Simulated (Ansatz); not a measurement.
Program: Ansatz. Geometries: PBE0-D4/def2-TZVP. ΔE: electronic, gas phase. CCSD(T)/CBS is the MP2 limit (def2-TZVPP, def2-QZVPP) plus CCSD(T) − MP2 in def2-TZVPP, frozen cores. DFT in def2-TZVPP. One conformer a species, not always the lowest.

Consider the redistribution: `CB(S)CCl` + `N[SiH](F)C[SiH3]` → `CB(S)C[SiH3]` + `N[SiH](F)CCl`.

(1) Is it downhill or uphill in electronic energy at CCSD(T)/CBS, and by how much? (Estimate.)

(2) What do these levels give: PBE-D4, PBE0-D4, ωB97M-V, SCS-MP2/def2-TZVPP, CCSD/def2-TZVPP, SCS-MP2/def2-QZVPP? (Best estimate.)

Largest T1 diagnostic among the species: 0.012.

Answers

(1) Ansatz gave: Uphill: ΔE = +0.11 eV.

(2) Ansatz gave: PBE-D4 0.14, PBE0-D4 0.13, ωB97M-V 0.12, SCS-MP2/def2-TZVPP 0.10, CCSD/def2-TZVPP 0.10, SCS-MP2/def2-QZVPP 0.10 eV.

In def2-TZVPP, CCSD(T) changes the Hartree–Fock value by +0.06 eV (the triples alone add +0.01 eV) and MP2 by +0.07 eV.
